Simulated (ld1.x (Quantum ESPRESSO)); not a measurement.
Before and after: TM potential for F

ld1.x (Quantum ESPRESSO) 7.5 input, shortened:

```
&input
   title='F', zed=9., rel=1, dft='PBE', iswitch=3,
   config='[He] 2s2 2p5'
 /
 &inputp
   pseudotype=2, tm=.true., lloc=0,
   nlcc=.false.
 /
2
2P  2  1   5.00   0.00  1.70  1.70  0.0
2S  1  0   2.00   0.00  0.60  0.60  0.0
 &test
   configts(1)='2s2 2p5'
 /
```

Change: all radii scaled by about 1.12 (s 0.68, p 1.90 bohr).

Cutoffs: the cutoffs (Ry, on a coarse ladder) from which the occupation-weighted sum of valence levels, in a spherical-Bessel basis at the reference potential, stays within 10 and 1 mRy of its value at 400 Ry; they do not see the model core or the augmentation charge, which bear on the density cutoff. Errors are all-electron minus pseudo energies relative to the spin-unpolarised reference configuration.

**Question.** How do hardness, ghosts and transferability respond?

**Answer.** The potential gets softer (180 Ry and 260 Ry → 110 Ry and 260 Ry); of the 7 tests that both files solve, the error grows in 7 and shrinks in 0 by more than 15 % and 0.3 meV (median size 133.7 → 221.2 meV); neither file shows a bound ghost. A larger radius leaves more room for a smooth pseudo-wave, so fewer plane waves are needed. More of the atom is replaced by a form fitted at one configuration, so other configurations suffer.

| quantity | base | changed |
| --- | --- | --- |
| cutoff, loose | 180 Ry | 110 Ry |
| cutoff, tight | 260 Ry | 260 Ry |
| loose cutoff by channel (10 mRy a level) | p 45 Ry, s 90 Ry | p 40 Ry, s 90 Ry |
| bound ghosts | none | none |
| error for 2s2 2p4, meV [ΔE 19.39 eV] | +42 | +81 |
| error for 2s2 2p3, meV [ΔE 57.78 eV] | +398 | +686 |
| error for 2s2 2p2, meV [ΔE 118.41 eV] | +1630 | +2626 |
| error for 2s2 2p4.5, meV [ΔE 7.54 eV] | +5.5 | +12 |
| error for 2s1 2p5, meV [ΔE 38.49 eV] | -134 | -221 |
| error for 2s1 2p6, meV [ΔE 18.81 eV] | +3.7 | -18 |
| error for 2s2 2p1, meV [ΔE 204.21 eV] | +4591 | +7027 |
